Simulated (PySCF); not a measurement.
B3LYP has the VWN-RPA correlation part, as in Gaussian. 

Z-matrix (Å, degrees):
```
C
F 1 1.3230
F 1 1.3231 2 110.40
Cl 1 1.7351 2 114.06 3 -129.95
```
Charge 0, spin multiplicity 2.

Question: What dipole moment, highest occupied spin orbital and total energy does PySCF 2.14.0 with B3LYP-D3(BJ)/def2-TZVP give?

Answer: 
* **dipole moment**: 0.40 D
* **highest occupied spin orbital**: -7.13 eV
* **total energy**: -698.0576 Ha
